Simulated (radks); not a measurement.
Effect of the nuclear size on the indium ion In+, [Kr] 4d10 5s2. All-electron calculation, Dirac Kohn-Sham, LDA (Slater exchange, Perdew-Wang correlation), spin-unpolarised, spherical densities, finite nucleus; Fermi nuclear charge, rms radius 4.6156 fm. Program: a radial shooting solver on a logarithmic mesh with Libxc functionals. The rms radius is varied about that value; shifts are against it.

rms radius (fm)  total energy shift (eV)  density at nucleus (e/bohr^3)  1s1/2 shift (meV)  2s1/2 shift (meV)  4s1/2 shift (meV)  4p1/2 shift (meV)  5s1/2 shift (meV)  5p1/2 (empty) shift (meV)
3.8309                             -1.13                      1.789e+05               -476              -53.9              -1.95              0.189             -0.148                      0.056
4.1725                            -0.661                      1.766e+05               -278              -31.5              -1.14              0.111             -0.086                      0.033
4.6156                                 0                       1.74e+05              0.000              0.000              0.000              0.000              0.000                      0.000
5.0356                             0.679                      1.718e+05                285               32.4               1.17             -0.114              0.089                     -0.033
5.4649                              1.42                      1.698e+05                599               67.9               2.46             -0.238              0.186                     -0.070

Slopes of the eigenvalues against <r^2> in GHz/fm^2, as finite differences over the two radii next to the reference (eigenvalue slopes, not the field-shift constants of lines): 1s1/2 17100, 2s1/2 1940, 4s1/2 70.3, 4p1/2 -6.82, 5s1/2 5.33, 5p1/2 (empty) -2.01.
